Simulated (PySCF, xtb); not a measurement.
BClH2O, SMILES OBCl. The values are those of a single conformer.

Harmonic wavenumbers (cm⁻¹) from GFN2-xTB (xtb) at its own minimum, in rising order: 362, 624, 656, 810, 941, 1060, 1286, 2656, 3565.

Problem. What does B3LYP-D3(BJ)/def2-TZVP run with PySCF give at its own minimum? (An estimate is asked for; the answer gives what the named calculation found.)

Solution. 383, 640, 729, 872, 1012, 1155, 1350, 2699, 3792. Paired by order, the mean absolute difference is 74 cm⁻¹ and the zero-point energies are 17.1 and 18.1 kcal/mol.
